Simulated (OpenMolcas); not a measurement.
# Multiplet structure of Sn III

| Item | Value |
| --- | --- |
| Program | OpenMolcas |
| Method | MS-RASPT2, IPEA 0.25 Eh, imaginary shift 0.1 Eh (closed shells correlated: 4d) |
| Basis | ANO-RCC-VTZP [7s6p4d2f1g] |
| Scalar Hamiltonian | DKH2, point nucleus |
| Active space | 2 electrons in 9 orbitals (RAS2 5s 5p; RAS3 5d, at most 2 electrons) |
| State averaging | 2S+1 = 3 even, 3 roots; 2S+1 = 1 even, 7 roots; 2S+1 = 3 odd, 3 roots; 2S+1 = 1 odd, 3 roots |
| Spin-orbit coupling | state interaction with AMFI integrals over the reference wave functions, term energies averaged over their components |

Spin-free terms above the lowest, with the occupations of the reference:

```json
{"Configuration": "5s²", "Term": "¹S", "E (cm⁻¹)": "0.0", "Occupations": "5s 1.93 5p 0.07"}
{"Configuration": "5s 5p", "Term": "³P°", "E (cm⁻¹)": "57380", "Occupations": "5s 0.99 5p 1.00"}
{"Configuration": "5s 5p", "Term": "¹P°", "E (cm⁻¹)": "79140", "Occupations": "5s 0.97 5p 1.00 5d 0.03"}
```

With spin-orbit coupling, above the lowest level:

```json
{"Configuration": "5s²", "Term": "¹S", "J": "0", "E (cm⁻¹)": "0.0", "Measured (cm⁻¹)": "0.0", "Term weight %": "100"}
{"Configuration": "5s 5p", "Term": "³P°", "J": "0", "E (cm⁻¹)": "54240", "Measured (cm⁻¹)": "53548", "Term weight %": "100"}
{"Configuration": "5s 5p", "Term": "³P°", "J": "1", "E (cm⁻¹)": "55650", "Measured (cm⁻¹)": "55196", "Term weight %": "99"}
{"Configuration": "5s 5p", "Term": "³P°", "J": "2", "E (cm⁻¹)": "58960", "Measured (cm⁻¹)": "59229", "Term weight %": "100"}
{"Configuration": "5s 5p", "Term": "¹P°", "J": "1", "E (cm⁻¹)": "79310", "Measured (cm⁻¹)": "79911", "Term weight %": "99"}
```

Against the 4 measured excited levels shown (Moore, Atomic Energy Levels, vol. III, NSRDS-NBS 35 (1971 reprint of NBS Circular 467, 1958)) the mean absolute deviation is 510 cm-1; the largest miss in energy is 5s 5p ³P°₀: computed 54240, measured 53548 cm⁻¹ (+1.3 %).

Spin-orbit coupling puts the lowest level 2.5 cm⁻¹ below the lowest spin-free term.

Active for correlation alone: 5d; no level in the range computed is led by a configuration that fills it, so any true level of that kind is missing. Computed and measured levels are paired by configuration, term and J; levels that our copy of the source lacks, or whose pairing is in doubt (as where it misses far off the trend of its configuration), stay unpaired and out of the deviations. Only configurations of the active space appear. The first state left out of the spin-orbit step lies near 150000 cm-1 above the lowest spin-free state of the reference (among the parities and spins computed), and the list stops at four fifths of that energy or lower.

The term weight is that of the spin-free term in the level, not the purity of its configuration. ° marks odd parity.
